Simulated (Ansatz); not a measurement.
Start from `C[N](C)[Ge][Cl]` and change one atom or group to get `CN(C)N`.

Ansatz, PBE0-D4/def2-TZVP geometries, multiplicity 1. Each molecule was computed in one conformer, which needn't be the lowest.

Scalar relativity is left out up to krypton.

```csv
property,`C[N](C)[Ge][Cl]`
HOMO–LUMO gap (PBE0/def2-TZVPP) / eV,5.37
LUMO energy (B3LYP/def2-TZVPP) / eV,-1.92
LUMO energy (PBE0/def2-TZVPP) / eV,-1.72
size of the dipole moment (ωB97M-V/def2-TZVPP) / D,3.01
size of the dipole moment (PBE/def2-TZVPP) / D,3.10
HOMO energy (PBE0/def2-TZVPP) / eV,-7.10
```

(1) What does the change do to each property? (Estimate.)

## Answers

(1) Computed: 
| property | `CN(C)N` | shift |
| --- | --- | --- |
| HOMO–LUMO gap (PBE0/def2-TZVPP) / eV | 7.38 | 2.01 |
| LUMO energy (B3LYP/def2-TZVPP) / eV | 0.64 | 2.56 |
| LUMO energy (PBE0/def2-TZVPP) / eV | 0.99 | 2.71 |
| size of the dipole moment (ωB97M-V/def2-TZVPP) / D | 1.55 | -1.46 |
| size of the dipole moment (PBE/def2-TZVPP) / D | 1.42 | -1.68 |
| HOMO energy (PBE0/def2-TZVPP) / eV | -6.39 | 0.71 |

With PBE0 the HOMO rises by 0.71 eV and the LUMO rises by 2.71 eV, so the gap widens by about 2.00 eV. PBE moves the HOMO by 0.91 eV and ωB97M-V by 0.55 eV. Dipoles are sizes alone; their direction can turn.

B3LYP here is the variant with VWN-RPA as its local correlation; programs differ in this.
